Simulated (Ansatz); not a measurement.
Calculated with Ansatz (gas phase, PBE0-D4/def2-TZVP geometries, no zero-point term in ΔE). CBS: MP2 limit from def2 TZ/QZ plus the TZ coupled-cluster correction, frozen cores. Functionals use def2-TZVPP. B3LYP here is the variant with VWN-RPA as its local correlation; programs differ in this. For Ge outer-core shells are correlated without core-valence functions, which leaves a few kJ/mol of doubt a bond. Scalar relativity is left out up to krypton. Each species was taken in one conformer, which may not be the lowest.

Reaction (cleavage of the Ge–Ge bond): `[GeH3][SiH2][SiH2][SiH2][GeH2][GeH3]` + `CCN[SiH2]Cl` → `CC[N]([GeH3])[SiH2]Cl` + `[GeH3][SiH2][SiH2][SiH2][GeH3]`

| level | ΔE (kcal/mol) | difference from CCSD(T)/CBS |
| --- | --- | --- |
| PBE-D4 | 10.4 | 3.0 |
| B97M-V | 6.3 | -1.1 |
| B3LYP-D4 | 8.6 | 1.2 |
| r2SCANh-D4 | 9.1 | 1.7 |
| r2SCAN0-D4 | 9.3 | 1.9 |
| CAM-B3LYP-D4 | 7.7 | 0.3 |
| ωB97X-V | 7.4 | 0.0 |
| r2SCAN | 9.0 | 1.6 |
| PBE0 | 10.2 | 2.8 |
| B3LYP | 9.1 | 1.7 |
| r2SCANh | 9.1 | 1.7 |
| LC-ωPBE | 8.1 | 0.7 |
| CCSD/def2-SVP | 5.3 | -2.1 |
| CCSD(T)/def2-SVP | 5.1 | -2.3 |
| CCSD/def2-TZVPP | 6.9 | -0.5 |
| MP2/def2-QZVPP | 6.6 | -0.8 |
| CCSD(T)/CBS | 7.4 | 0 |

Largest T1 diagnostic among the species: 0.013.

At CCSD(T), def2-SVP lies −2.3 kcal/mol from the extrapolated value and def2-TZVPP −0.7 kcal/mol. Leaving LDA and LC-ωPBE aside and taking each functional with its dispersion term where it has one, the values spread over 4.0 kcal/mol, from B97M-V to PBE-D4. From BLYP to BHLYP (50 % exact exchange), in def2-TZVPP and without D4, ΔE moves by −1.3 kcal/mol.
